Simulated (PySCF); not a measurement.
Compound: C2H12BNPSi (charge +1).
Structure used (GFN2-xTB), in Å, numbered top down from 1:
```
atom  x, y, z in Å
B1     2.5024    0.8083    1.0040
P2     1.6118    1.3180   -0.5417
Si3   -0.0535   -0.0499   -1.4744
N4    -0.8772   -0.5896   -0.0892
C5    -1.6066   -1.8485   -0.0745
C6    -1.2804    0.2850    0.9977
H7     3.3873    0.0554    0.9190
H8     2.1157    1.1778    2.0388
H9     2.5311    1.4946   -1.5503
H10    1.1511    2.6109   -0.4273
H11    0.6993   -1.1544   -2.0564
H12   -0.6552    0.8948   -2.4253
H13   -1.2459   -2.5025   -0.8625
H14   -1.4596   -2.3402    0.8875
H15   -2.6757   -1.6836   -0.2190
H16   -1.1203   -0.2227    1.9508
H17   -0.6948    1.2056    0.9870
H18   -2.3383    0.5474    0.9242
```

The closed-shell ground state was solved at several levels (PySCF, density fitting, gas phase, non-relativistic).

```json
{"level": "CAM-B3LYP/def2-SVPD", "basis functions": "224", "total energy (Eh)": "-793.2068", "HOMO (eV)": "-12.18", "LUMO (eV)": "-6.37", "gap (eV)": "5.81"}
{"level": "PBE0/def2-SVPD", "basis functions": "224", "total energy (Eh)": "-792.8422", "HOMO (eV)": "-10.84", "LUMO (eV)": "-7.52", "gap (eV)": "3.32"}
```

Q: What might PBE0/pcSseg-1 (176 basis functions) give for the same quantities?

A: Total energy -793.0970 Eh, HOMO -10.83 eV, LUMO -7.49 eV, gap 3.34 eV.

Q: Over all these levels, which gives the widest orbital gap and which the narrowest?

A: CAM-B3LYP/def2-SVPD (range-separated hybrid) has the widest, 5.81 eV, and PBE0/def2-SVPD (global hybrid, 25 % exact exchange) the narrowest, 3.32 eV. The two share the basis. From the narrowest to the widest the HOMO moves by -1.34 eV and the LUMO by +1.15 eV.

One conformer stands for the species.
